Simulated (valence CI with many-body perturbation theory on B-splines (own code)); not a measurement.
**E1 line list for Ce⁵³⁺**

Computed by relativistic CI+MBPT: three valence electrons over a frozen Dirac-Fock core [He], a basis of 11 s, 11 p, 9 d, 7 f, 5 g, 2 h, 1 i functions for each j, with the one-electron correlation potential Σ1, the two-electron term Σ2, the three-electron term Σ3, Breit, model QED; selected CI, second order for the rest (own B-spline code, finite nucleus).

No measured spectrum was set against this ion. As an estimate, large intervals hold to a few tenths of a per cent, small ones and those within an open d or f shell to about a per cent.

Lines 151 to 200 of 283 in falling wavelength, among levels below 7221.1 eV, chosen from the strongest by gf and those to the six lowest levels. Wavelengths and rates use the calculated energies. Electric multipoles are in the length gauge, E1 and E2 with the static RPA response of the core. Weak lines are less certain than strong ones. Lines between different terms over intervals too small for the method are left out, as are lines whose strength nearly cancels. The highest levels of a list are the least certain.

Levels are named by their leading jj configuration (3d3/2^4 stands for four electrons in 3d with j = 3/2), which in mixed levels can hold well under half, so a name can repeat and another be missing. Letters in brackets count levels of one name in rising energy.

```tsv
λ vac (nm)	Upper	Lower	A (s⁻¹)	log gf	Branch %
0.2120	(2s^2 3d3/2) J=3/2	(2s^2 2p3/2) J=3/2	1.03e+14	-0.56	17.9
0.2120	(2s 2p1/2 3d5/2) J=5/2 [a]	(2s 2p1/2 2p3/2) J=5/2	2.21e+13	-1.05	3.8
0.2118	(2p1/2 2p3/2 3d5/2) J=5/2 [b]	(2p1/2 2p3/2^2) J=3/2	5.42e+14	0.34	63.9
0.2118	(2p1/2^2 3p1/2) J=1/2	(2s 2p1/2 2p3/2) J=3/2 [a]	7.32e+12	-2.01	0.9
0.2118	(2s 2p1/2 3d3/2) J=5/2	(2s 2p1/2 2p3/2) J=3/2 [a]	2.29e+13	-1.03	18.8
0.2116	(2s 2p3/2 3d5/2) J=5/2 [b]	(2s 2p3/2^2) J=3/2	8.18e+14	0.52	98.1
0.2115	(2s 2p3/2 3d5/2) J=3/2 [b]	(2s 2p3/2^2) J=3/2	1.86e+14	-0.30	31.9
0.2114	(2s 2p3/2 3d5/2) J=3/2 [b]	(2s 2p3/2^2) J=1/2	3.87e+14	0.02	66.6
0.2113	(2s 2p1/2 3d5/2) J=7/2	(2s 2p1/2 2p3/2) J=5/2	5.49e+14	0.47	100.0
0.2112	(2s 2p1/2 3d3/2) J=3/2 [b]	(2s 2p1/2 2p3/2) J=3/2 [a]	6.61e+13	-0.75	8.9
0.2112	(2s 2p3/2 3d5/2) J=5/2 [a]	(2s 2p3/2^2) J=5/2	4.21e+14	0.23	87.6
0.2111	(2s 2p3/2 3d5/2) J=3/2 [a]	(2s 2p3/2^2) J=5/2	7.55e+13	-0.69	19.4
0.2109	(2s 2p3/2 3d5/2) J=7/2 [a]	(2s 2p3/2^2) J=5/2	8.06e+14	0.63	97.0
0.2109	(2s 2p1/2 3d5/2) J=5/2 [b]	(2s 2p1/2 2p3/2) J=5/2	5.91e+13	-0.63	10.8
0.2109	(2s 2p1/2 3d5/2) J=3/2	(2s 2p1/2 2p3/2) J=5/2	2.71e+12	-2.14	0.5
0.2108	(2s 2p1/2 3d5/2) J=5/2 [a]	(2s 2p1/2 2p3/2) J=3/2 [a]	5.04e+14	0.30	87.1
0.2107	(2s 2p1/2 3d3/2) J=1/2	(2s 2p1/2 2p3/2) J=3/2 [a]	8.03e+12	-1.97	4.4
0.2106	(2s^2 3d5/2) J=5/2	(2s^2 2p3/2) J=3/2	5.83e+14	0.37	100.0
0.2102	(2s 2p3/2 3d3/2) J=5/2 [b]	(2s 2p3/2^2) J=5/2	3.46e+13	-0.86	6.5
0.2097	(2s 2p1/2 3d5/2) J=5/2 [b]	(2s 2p1/2 2p3/2) J=3/2 [a]	4.67e+13	-0.73	8.5
0.2097	(2s 2p1/2 3d5/2) J=3/2	(2s 2p1/2 2p3/2) J=3/2 [a]	1.94e+13	-1.29	3.5
0.2091	(2s 2p3/2 3d5/2) J=7/2 [b]	(2s 2p3/2^2) J=5/2	1.97e+14	0.01	95.0
0.2089	(2p1/2^2 3p3/2) J=3/2	(2s 2p1/2 2p3/2) J=1/2	1.17e+13	-1.51	7.1
0.2085	(2s 2p1/2 3p3/2) J=5/2	(2s^2 2p3/2) J=3/2	1.11e+13	-1.36	89.0
0.2062	(2s 2p3/2 3s) J=3/2 [a]	(2s 2p1/2 2p3/2) J=1/2	2.24e+12	-2.24	2.1
0.2058	(2s 2p1/2 3s) J=1/2 [a]	(2s 2p1/2^2) J=1/2	1.26e+13	-1.80	15.1
0.2051	(2s 2p1/2 3s) J=3/2	(2s 2p1/2^2) J=1/2	2.32e+13	-1.23	25.4
0.2051	(2s 2p3/2 3s) J=5/2	(2s 2p1/2 2p3/2) J=5/2	1.70e+13	-1.19	26.8
0.2044	(2s 2p3/2 3s) J=3/2 [a]	(2s 2p1/2 2p3/2) J=5/2	1.26e+13	-1.50	12.0
0.2044	(2s 2p3/2 3s) J=1/2	(2s 2p1/2 2p3/2) J=1/2	4.64e+12	-2.24	3.8
0.2044	(2s 2p1/2 3s) J=1/2 [b]	(2s 2p1/2^2) J=1/2	3.37e+12	-2.38	5.0
0.2042	(2s 2p3/2 3s) J=3/2 [b]	(2s 2p1/2 2p3/2) J=1/2	6.13e+12	-1.81	10.3
0.2039	(2s 2p3/2 3s) J=5/2	(2s 2p1/2 2p3/2) J=3/2 [a]	1.01e+13	-1.42	16.0
0.2038	(2s^2 3s) J=1/2	(2s^2 2p1/2) J=1/2	2.42e+13	-1.52	26.0
0.2033	(2s 2p3/2 3s) J=3/2 [a]	(2s 2p1/2 2p3/2) J=3/2 [a]	3.97e+12	-2.01	3.8
0.2029	(2s^2 3p3/2) J=3/2	(2s 2p1/2^2) J=1/2	5.78e+12	-1.85	60.1
0.2024	(2s 2p3/2 3s) J=3/2 [b]	(2s 2p1/2 2p3/2) J=5/2	5.09e+11	-2.90	0.9
0.2013	(2s 2p3/2 3s) J=3/2 [b]	(2s 2p1/2 2p3/2) J=3/2 [a]	5.13e+11	-2.90	0.9
0.1989	(2p1/2^2 3d5/2) J=5/2	(2s^2 2p3/2) J=3/2	3.02e+11	-2.97	0.1
0.1989	(2p1/2 2p3/2 3p1/2) J=1/2	(2s 2p1/2 2p3/2) J=1/2	2.71e+13	-1.49	4.7
0.1988	(2p1/2 2p3/2 3d3/2) J=3/2 [a]	(2p1/2^2 2p3/2) J=3/2	9.12e+13	-0.67	51.8
0.1988	(2p1/2 2p3/2 3p1/2) J=3/2 [a]	(2s 2p1/2 2p3/2) J=1/2	7.42e+13	-0.76	10.6
0.1987	(2p1/2 2p3/2 3d3/2) J=5/2 [a]	(2p1/2^2 2p3/2) J=3/2	3.44e+13	-0.91	52.3
0.1981	(2s 2p3/2 3d3/2) J=3/2 [a]	(2s 2p1/2 2p3/2) J=1/2	2.63e+13	-1.21	11.9
0.1981	(2s 2p3/2 3d3/2) J=1/2 [a]	(2s 2p1/2 2p3/2) J=1/2	6.40e+12	-2.12	2.7
0.1981	(2s 2p1/2 3p1/2) J=1/2 [a]	(2s^2 2p1/2) J=1/2	6.59e+13	-1.11	98.2
0.1981	(2p1/2 2p3/2 3p1/2) J=5/2	(2s 2p1/2 2p3/2) J=3/2 [b]	1.54e+14	-0.27	82.7
0.1979	(2p1/2 2p3/2 3d3/2) J=5/2 [b]	(2p1/2^2 2p3/2) J=3/2	6.23e+14	0.34	97.6
0.1979	(2s 2p1/2 3d3/2) J=3/2 [a]	(2s 2p1/2^2) J=1/2	5.99e+13	-0.85	40.1
0.1977	(2p1/2 2p3/2 3d3/2) J=3/2 [b]	(2p1/2^2 2p3/2) J=3/2	5.51e+14	0.11	86.2
```

**Question.** How does gf follow from A for the line at 0.2089 nm?

**Answer.** gf = 1.4992 × (2J+1)_upper × A / σ², with σ = 47859138 cm⁻¹ and 2J+1 = 4: gf = 0.0307.
